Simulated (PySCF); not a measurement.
Geometries of 2 isomers of CH9GeNSi, from PySCF, PBE0-D3(BJ)/def2-SVP geometry optimisation, gas phase. One conformer each, no zero-point energy, no frequencies.

Question: Which isomer lies lower at this level?
A.
```xyz
13
angstrom
N     -1.230    0.751    0.937
C     -1.427    0.001   -0.290
Ge     0.196   -1.074   -0.610
Si     1.969    0.399   -0.012
H     -1.210    0.134    1.746
H     -1.986    1.414    1.096
H     -1.492    0.707   -1.134
H     -2.338   -0.630   -0.333
H      0.259   -1.573   -2.068
H      0.186   -2.313    0.316
H      3.286   -0.096   -0.526
H      2.077    0.518    1.473
H      1.716    1.745   -0.608
```
B.
```xyz
13
angstrom
C     -2.320    0.049    0.451
Ge    -0.685   -0.690   -0.304
N      0.659    0.544   -0.039
Si     2.372    0.307   -0.149
H     -2.616    0.958   -0.094
H     -3.140   -0.679    0.377
H     -2.171    0.303    1.510
H     -0.280   -2.006    0.396
H     -0.863   -0.976   -1.813
H      0.336    1.471    0.219
H      3.030    1.632   -0.371
H      2.682   -0.607   -1.293
H      2.986   -0.307    1.074
```

Answer: B. That is `[CH3][GeH2][NH][SiH3]`, 23.9 kcal/mol below the other.

| SMILES | atoms numbered as above | E (Eh) | relative (kcal/mol) | relative (kJ/mol) | dipole (D) |
| --- | --- | --- | --- | --- | --- |
| [CH3][GeH2][NH][SiH3] | [CH3:1][GeH2:2][NH:3][SiH3:4] | -2463.87216 | 0.0 | 0.0 | 1.86 |
| N[CH2][GeH2][SiH3] | [NH2:1][CH2:2][GeH2:3][SiH3:4] | -2463.83413 | 23.9 | 99.9 | 2.16 |
